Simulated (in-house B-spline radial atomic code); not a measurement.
Configurations of La⁴⁺, with energies counted from [Kr] 4d10 5s2 5p5. Method: scalar-relativistic (X2C) B3LYP, spin-polarised, spherical fractional occupations, Fermi nucleus of rms radius 4.855 fm. Calculated with a radial B-spline atomic code at the basis-set limit. Shells without spins written out take the highest spin.

Caution: exact exchange at fractional occupations of open shells leaves self-interaction of up to several eV.

Occupations are held fixed; configurations that lie above the ionisation limit could autoionise.

```
                                  configuration  E - E(ref) (eV)  highest orbital  its <r> (bohr)
                 [Kr] 4d10 5s(1 up, 0 down) 5p6             17.4          5p down           1.711
[Kr] 4d10 5s2 5p(1 up, 3 down) 5d(0 up, 1 down)            22.54          5d down           2.183
                          [Kr] 4d10 4f1 5s1 5p5           35.425            4f up           1.143
                          [Kr] 4d10 5s1 5p5 6s1           46.538            6s up           3.092
[Kr] 4d10 5s2 5p(2 up, 2 down) 6f(1 up, 0 down)           50.837            6f up           6.319
             [Ar] 3d10 4s2 4p5 4d10 5s2 5p5 6f1           240.63            6f up           6.157
```

Task: Order these further configurations by energy, lowest first.
A. [Kr] 4d10 5s1 5p5 6p1
B. [Kr] 4d10 5s2 5p4 6s1
C. [Ar] 3d(4 up, 5 down) 4s2 4p6 4d10 5s2 5p(2 up, 3 down) 6f(1 up, 0 down)
D. [Ar] 3d10 4s2 4p5 4d10 5s2 5p5 6d1
E. [Kr] 4d10 5s2 5p4 6f1

Result: B (28.217 eV), E (48.882 eV), A (52.492 eV), D (233.42 eV), C (882.29 eV).

Task: How far above the reference does [Kr] 4d10 5s2 5p4 6p1 lie?

Result: 34.144 eV; its least bound orbital is 6p up with <r> = 3.525 bohr.

Task: How far above the reference does [Kr] 4d10 5s1 5p5 6f1 lie?

Result: 67.331 eV; its least bound orbital is 6f up with <r> = 6.263 bohr.
